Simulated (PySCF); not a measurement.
Excitation energy of Ni(2+) by level of theory

Ni(2+) [Ar] 3d8 (3F) → Ni(2+) [Ar] 3d7 4s1 (5F), as a difference of total energies. Calculation: PySCF 2.14, in aug-cc-pVTZ-DK (8s7p5d3f2g, 93 functions); scalar relativity by spin-free X2C-1e. Correlated levels: valence: [Ar] frozen. The calculations carry no spin-orbit coupling.

```csv
method,excitation energy (eV)
UHF,5.061
MP2 (valence),6.674
SCS-MP2 (valence),6.843
CCSD (valence),6.362
CCSD(T) (valence),6.422
```

Question: How much does correlation contribute at CCSD(T) (valence)?

Answer: 6.422 − (5.061) = 1.361 eV, measured against UHF.
